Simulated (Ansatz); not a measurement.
Compare A (`N=CC[SiH3]`) with its isomer B (`CN(C)[SiH]`).

Program: Ansatz. Geometries: PBE0-D4/def2-TZVP. ΔE: electronic, gas phase. CCSD(T)/CBS adds triple-zeta CCSD(T) − MP2 to the extrapolated MP2 energy (def2 sets, frozen cores). DFT in def2-TZVPP. B3LYP here is the variant with VWN-RPA as its local correlation; programs differ in this. Each species was taken in one conformer, which may not be the lowest.

A:

Z-matrix (Å, degrees):
```
C
C 1 1.491
Si 1 1.891 2 111.3
H 1 1.095 2 110.4 3 119.0
H 1 1.094 2 111.0 3 -121.0
N 2 1.264 1 128.1 3 101.6
H 2 1.095 1 115.2 3 -76.4
H 3 1.485 1 109.6 2 -64.5
H 3 1.487 1 109.6 2 175.3
H 3 1.486 1 109.8 2 55.5
H 6 1.023 2 110.9 1 1.7
```

B:

Z-matrix (Å, degrees):
```
C
N 1 1.450
H 1 1.091 2 110.2
H 1 1.097 2 110.9 3 -120.2
H 1 1.097 2 110.9 3 120.2
C 2 1.447 1 112.0 3 -180.0
Si 2 1.712 1 119.7 3 0.0
H 6 1.097 2 110.8 1 59.6
H 6 1.097 2 110.7 1 -59.4
H 6 1.088 2 110.1 1 -179.9
H 7 1.532 2 94.7 1 -180.0
```

Problem. Which is lower in electronic energy at CCSD(T)/CBS, and by how much? (Best estimate.)

Solution. Ansatz gave: A, by 4.9 kcal/mol.

Problem. Give E(B) − E(A) in kcal/mol with BLYP-D4, r2SCAN-D4, B3LYP, LDA (SPW92), PBE-D4, B3LYP-D4, PBE0-D4. (An estimate is asked.)

Solution. Computed: BLYP-D4 3.8, r2SCAN-D4 7.0, B3LYP 5.2, LDA (SPW92) -0.6, PBE-D4 3.8, B3LYP-D4 4.3, PBE0-D4 4.3. The order is the other way round with LDA (SPW92).

Problem. Does the order hold for the free energy at 298.15 K (harmonic terms from PBE0-D4)? (Best estimate.)

Solution. Ansatz gave: Yes: G(B) − G(A) = +9.5 kcal/mol, for one conformer each.

Largest T1 diagnostic: 0.015.

At CCSD(T), def2-SVP lies −2.3 kcal/mol from the extrapolated value and def2-TZVPP −0.3 kcal/mol. In def2-TZVPP, CCSD(T) changes the Hartree–Fock value by −5.1 kcal/mol (the triples alone add −0.1 kcal/mol) and MP2 by −4.6 kcal/mol.
